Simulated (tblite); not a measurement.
Compound: C5H16FNSi2.
Structure used (GFN2-xTB), in Å, numbered top down from 1:
```
atom  x, y, z in Å
C1     3.065   -1.393    0.213
C2     1.777   -0.789    0.763
Si3    1.168    0.652   -0.308
F4     1.022    0.129   -1.837
C5    -0.448    1.495    0.238
Si6   -1.192    2.587   -1.131
C7    -1.412    0.408    0.705
N8    -1.254   -0.724   -0.186
C9    -2.002   -1.899    0.210
H10    3.861   -0.652    0.196
H11    2.911   -1.745   -0.803
H12    3.394   -2.233    0.823
H13    1.018   -1.567    0.815
H14    1.952   -0.449    1.785
H15    2.215    1.671   -0.446
H16   -0.226    2.150    1.083
H17   -1.483    1.817   -2.340
H18   -0.259    3.668   -1.439
H19   -2.454    3.149   -0.630
H20   -2.454    0.772    0.758
H21   -1.134    0.068    1.710
H22   -1.518   -0.448   -1.126
H23   -1.837   -2.690   -0.520
H24   -3.084   -1.717    0.296
H25   -1.638   -2.239    1.180
```

Calculated harmonic vibrations of the isolated species, GFN2-xTB (tblite), most abundant isotopes, no scaling. The method is semi-empirical: single wavenumbers can be off by several per cent or more. Modes of hydrogen on silicon can be 10 to 20 % off. One conformer, not necessarily the lowest.

Harmonic wavenumbers (cm⁻¹): 38.3, 49.3, 69.7, 87.8, 98.0, 122.0, 143.5, 153.1, 188.0, 201.6, 232.1, 254.8, 282.0, 284.9, 352.5, 480.5, 517.6, 591.8, 631.0, 660.2, 707.6, 715.1, 740.5, 771.3, 789.5, 796.7, 801.1, 829.1, 847.0, 965.1, 984.7, 1009.2, 1024.8, 1071.0, 1079.1, 1090.0, 1131.4, 1140.2, 1172.8, 1234.5, 1241.9, 1257.2, 1295.4, 1333.9, 1402.7, 1417.6, 1418.8, 1474.6, 1488.6, 1501.4, 1511.4, 1512.1, 1512.2, 2216.3, 2222.1, 2268.0, 2282.2, 2792.4, 2866.1, 2923.1, 2946.1, 2981.2, 2993.0, 3008.2, 3015.4, 3024.0, 3033.4, 3047.0, 3368.4.

A = 1298, B = 847.3, C = 623.5 MHz; mass 165.081 u (most abundant isotopes); point group C1, symmetry number 1.

Task: Zero-point energy?

Result: Half the sum of the wavenumbers: 43847 cm⁻¹ = 125.37 kcal/mol.

Task: Give the ideal-gas entropy at 298.15 K and 1 bar in the rigid-rotor, harmonic-oscillator model (classical rotation).

Result: Translation 41.24, rotation 30.53, vibration 47.75: S = 119.5 cal/(mol K).

Task: And Cp and H(298.15 K) − H(0)?

Result: Cp = 52.13 cal/(mol K), of which vibrations give 44.18 (their classical limit is 69 R = 137.1); H(298.15 K) − H(0) = 9.53 kcal/mol without the zero-point energy, 7.16 from vibrations.

Task: Which modes carry the vibrational entropy at 298.15 K?

Result: 38.3 cm⁻¹: 5.35; 49.3 cm⁻¹: 4.85; 69.7 cm⁻¹: 4.16; 87.8 cm⁻¹: 3.71; 98.0 cm⁻¹: 3.49; 122.0 cm⁻¹: 3.07 cal/(mol K); the other 63 give 23.13 together.

Task: What must be added to the electronic energy to get the Gibbs energy at 298.15 K and 1 bar?

Result: ZPE + [H(298.15 K) − H(0)] − T·S = 125.37 + 9.53 − 35.63 = 99.27 kcal/mol.

Task: How do the functions run with temperature in this model?

Result: 
| T (K) | S (cal/(mol K)) | Cp (cal/(mol K)) | H − H(0) (kcal/mol) | G − H(0) (kcal/mol) | ln q(vib) |
| --- | --- | --- | --- | --- | --- |
| 50 | 63.6 | 17.7 | 0.60 | -2.58 | 1.04 |
| 100 | 78.9 | 26.8 | 1.73 | -6.16 | 3.28 |
| 373.15 | 132.3 | 61.7 | 13.81 | -35.55 | 14.92 |
| 500 | 152.3 | 75.7 | 22.55 | -53.61 | 19.78 |
| 750 | 187.1 | 95.8 | 44.18 | -96.17 | 28.72 |
| 1000 | 216.6 | 109.2 | 69.91 | -146.74 | 36.89 |

q(vib) and H(0) count from the zero-point level.

Task: Blend soft modes into free rotors: weight 1/[1 + (100 cm⁻¹/ν̃)⁴] for the oscillator and the rest for a rotor with moment μB/(μ + B), μ = h/(8π²ν), B = 10⁻⁴⁴ kg m². What vibrational entropy results?

Result: 43.30 cal/(mol K) in place of 47.75, which changes −T·S at 298.15 K by +1.33 kcal/mol.

Hindered rotation and anharmonicity are outside this model. Other conformers, if any are populated, would add a mixing term that is left out. The structure is chiral; the term R ln 2 for an equal mix with its mirror image is left out.
